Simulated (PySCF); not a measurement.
Isomers of C3H12N2Si2, mass 132.054 u with the commonest isotopes. Theory: CAM-B3LYP/def2-SVPD in PySCF (dipole) on a GFN2-xTB geometry, gas phase. One conformer each, none proved a minimum here; rigid rotors.

Question: Order these by rotational constant B, largest first.
A. `[CH3:1][NH:2][Si@H:3]1[CH2:4][Si@H:5]([NH2:6])[CH2:7]1` with C1–N2–Si3–C4 76°, C4–Si5–N6–H -162° and 63°
B. `[CH2:1]=[C:2]([CH3:3])[SiH2:4][NH:5][SiH2:6][NH2:7]` with C1–C2–Si4–N5 14°, C2–Si4–N5–Si6 -172°, Si4–N5–Si6–N7 173°, N5–Si6–N7–H 175° and -51°
C. `[CH3:1][N:2]1[SiH2:3][NH:4][CH2:5][Si@H:6]1[CH3:7]` with C1–N2–Si3–N4 -173°, N2–Si3–N4–C5 -11°, Si3–N4–C5–Si6 18°, N4–C5–Si6–C7 -134°
D. `[CH3:1][NH:2][Si@H:3]1[CH2:4][Si@@H:5]([NH2:6])[CH2:7]1` with C1–N2–Si3–C4 -179°, C4–Si5–N6–H 161° and -65°

Answer: C (1708 MHz), D (979.2 MHz), A (930.7 MHz), B (724.6 MHz).

Question: Order these by radius of gyration √(Σ m r²/M), largest first.
A. `[CH3:1][N:2]1[SiH2:3][NH:4][CH2:5][Si@H:6]1[CH3:7]` with C1–N2–Si3–N4 -173°, N2–Si3–N4–C5 -11°, Si3–N4–C5–Si6 18°, N4–C5–Si6–C7 -134°
B. `[CH3:1][NH:2][Si@H:3]1[CH2:4][Si@H:5]([NH2:6])[CH2:7]1` with C1–N2–Si3–C4 76°, C4–Si5–N6–H -162° and 63°
C. `[NH2:1][SiH:2]([NH2:3])[CH:4]1[CH2:5][SiH2:6][CH2:7]1` with H–N1–Si2–N3 -51° and 176°, N1–Si2–N3–H -174° and -40°, N1–Si2–C4–C5 176°, Si2–C4–C5–Si6 136°, C4–C5–Si6–C7 -10°, C5–Si6–C7–C4 10°, Si2–C4–C7–Si6 -136°
D. `[CH3:1][NH:2][Si@H:3]1[CH2:4][Si@@H:5]([NH2:6])[CH2:7]1` with C1–N2–Si3–C4 -179°, C4–Si5–N6–H 161° and -65°
E. `[CH2:1]=[CH:2][C@@H:3]([SiH3:4])[NH:5][SiH2:6][NH2:7]` with C1–C2–C3–Si4 99°, C2–C3–N5–Si6 -172°, C3–N5–Si6–N7 -173°, N5–Si6–N7–H -51° and 177°
F. `[CH2:1]=[C:2]([CH3:3])[SiH2:4][NH:5][SiH2:6][NH2:7]` with C1–C2–Si4–N5 14°, C2–Si4–N5–Si6 -172°, Si4–N5–Si6–N7 173°, N5–Si6–N7–H 175° and -51°

Answer: F (2.458 Å), E (2.301 Å), C (2.209 Å), B (2.156 Å), D (2.125 Å), A (1.914 Å).

Question: Order these by rotational constant C, largest first.
A. `[NH2:1][SiH:2]([NH2:3])[CH:4]1[CH2:5][SiH2:6][CH2:7]1` with H–N1–Si2–N3 -51° and 176°, N1–Si2–N3–H -174° and -40°, N1–Si2–C4–C5 176°, Si2–C4–C5–Si6 136°, C4–C5–Si6–C7 -10°, C5–Si6–C7–C4 10°, Si2–C4–C7–Si6 -136°
B. `[CH2:1]=[CH:2][C@@H:3]([SiH3:4])[NH:5][SiH2:6][NH2:7]` with C1–C2–C3–Si4 99°, C2–C3–N5–Si6 -172°, C3–N5–Si6–N7 -173°, N5–Si6–N7–H -51° and 177°
C. `[CH2:1]=[C:2]([CH3:3])[SiH2:4][NH:5][SiH2:6][NH2:7]` with C1–C2–Si4–N5 14°, C2–Si4–N5–Si6 -172°, Si4–N5–Si6–N7 173°, N5–Si6–N7–H 175° and -51°
D. `[CH3:1][N:2]1[SiH2:3][NH:4][CH2:5][Si@H:6]1[CH3:7]` with C1–N2–Si3–N4 -173°, N2–Si3–N4–C5 -11°, Si3–N4–C5–Si6 18°, N4–C5–Si6–C7 -134°
E. `[CH3:1][NH:2][Si@H:3]1[CH2:4][Si@@H:5]([NH2:6])[CH2:7]1` with C1–N2–Si3–C4 -179°, C4–Si5–N6–H 161° and -65°
F. `[CH3:1][NH:2][Si@H:3]1[CH2:4][Si@H:5]([NH2:6])[CH2:7]1` with C1–N2–Si3–C4 76°, C4–Si5–N6–H -162° and 63°

Answer: D (1102 MHz), E (952.4 MHz), F (877.5 MHz), A (809.9 MHz), B (744.9 MHz), C (640.9 MHz).

```json
{"SMILES": "CN[Si@H]1C[Si@@H](N)C1", "point group": "C1", "Ia (u·Å²)": "146.30", "Ib (u·Å²)": "516.09", "Ic (u·Å²)": "530.63", "κ": "-0.98", "μa (D)": "0.80", "μb (D)": "1.35", "μc (D)": "0.01"}
{"SMILES": "CN[Si@H]1C[Si@H](N)C1", "point group": "C1", "Ia (u·Å²)": "109.31", "Ib (u·Å²)": "542.98", "Ic (u·Å²)": "575.94", "κ": "-0.97", "μa (D)": "0.12", "μb (D)": "0.22", "μc (D)": "0.16"}
{"SMILES": "CN1[SiH2]NC[Si@H]1C", "point group": "C1", "Ia (u·Å²)": "212.99", "Ib (u·Å²)": "295.92", "Ic (u·Å²)": "458.69", "κ": "-0.05", "μa (D)": "0.45", "μb (D)": "0.38", "μc (D)": "0.63"}
{"SMILES": "C=C(C)[SiH2]N[SiH2]N", "point group": "C1", "Ia (u·Å²)": "109.21", "Ib (u·Å²)": "697.45", "Ic (u·Å²)": "788.53", "κ": "-0.96", "μa (D)": "0.23", "μb (D)": "0.97", "μc (D)": "0.30"}
{"SMILES": "N[SiH](N)C1C[SiH2]C1", "point group": "C1", "Ia (u·Å²)": "131.96", "Ib (u·Å²)": "532.30", "Ic (u·Å²)": "623.99", "κ": "-0.91", "μa (D)": "0.11", "μb (D)": "0.15", "μc (D)": "0.49"}
{"SMILES": "C=C[C@@H]([SiH3])N[SiH2]N", "point group": "C1", "Ia (u·Å²)": "183.93", "Ib (u·Å²)": "535.91", "Ic (u·Å²)": "678.43", "κ": "-0.80", "μa (D)": "0.48", "μb (D)": "0.43", "μc (D)": "0.38"}
```
